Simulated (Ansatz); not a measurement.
`F[SiH2]OC[SiH3]` and `[SiH3]CO[SiH2]Cl` differ in one atom or group.

Ansatz, PBE0-D4/def2-TZVP geometries, multiplicity 1. Each molecule was computed in one conformer, which needn't be the lowest.

```
                                          property  `F[SiH2]OC[SiH3]`
             HOMO–LUMO gap (B3LYP/def2-TZVPP) / eV               8.43
                 HOMO energy (PBE/def2-TZVPP) / eV              -7.09
             HOMO energy (ωB97M-V/def2-TZVPP) / eV             -10.82
size of the dipole moment (ωB97M-V/def2-TZVPP) / D               1.24
                LUMO energy (PBE0/def2-TZVPP) / eV               0.38
                HOMO energy (PBE0/def2-TZVPP) / eV              -8.51
```

Question: What does the change do to each property? (Estimate.)

Answer: Computed: 
| property | `[SiH3]CO[SiH2]Cl` | shift |
| --- | --- | --- |
| HOMO–LUMO gap (B3LYP/def2-TZVPP) / eV | 8.33 | -0.10 |
| HOMO energy (PBE/def2-TZVPP) / eV | -7.14 | -0.05 |
| HOMO energy (ωB97M-V/def2-TZVPP) / eV | -10.83 | -0.01 |
| size of the dipole moment (ωB97M-V/def2-TZVPP) / D | 1.18 | -0.06 |
| LUMO energy (PBE0/def2-TZVPP) / eV | 0.22 | -0.16 |
| HOMO energy (PBE0/def2-TZVPP) / eV | -8.53 | -0.02 |

Dipoles are sizes alone; their direction can turn.

B3LYP here is the variant with VWN-RPA as its local correlation; programs differ in this.
